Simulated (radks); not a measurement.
The fluorine anion F-, [Ne], held by a Watson sphere: a shell of charge +1 at radius R that stands for the Madelung well of a crystal (potential energy -1/R inside, -1/r outside, in hartree with lengths in bohr). All-electron calculation, non-relativistic Kohn-Sham, LDA (Slater exchange, VWN5 correlation), spin-polarised, spherical densities, point nucleus. Program: a radial shooting solver on a logarithmic mesh with Libxc functionals. Response by self-consistent Sternheimer equations with the Hartree and adiabatic LDA kernel. The sphere does not respond.

R (bohr)  e(1s) (eV)  e(2s) (eV)  e(2p) (eV)  <r> 2p (bohr)  sum of <r^2> (bohr^2)  X-ray form factor at sin(theta)/lambda = 0.3 1/angstrom  alpha (bohr^3)
1.63         -654.05     -28.545     -10.430          1.186                  14.11                                                    5.158           6.286
1.72         -653.96     -28.200     -10.140          1.195                  14.34                                                    5.138           6.632
2.09         -653.43     -26.924      -9.019          1.227                  15.18                                                    5.084           8.161
2.23         -653.18     -26.499      -8.629          1.237                  15.45                                                    5.072           8.774
2.77         -652.22     -25.110      -7.307          1.266                  16.34                                                    5.048           11.24
3.26         -651.40     -24.121      -6.336          1.285                  16.95                                                    5.041           13.53
3.85         -650.55     -23.177      -5.394          1.300                  17.50                                                    5.038           16.21
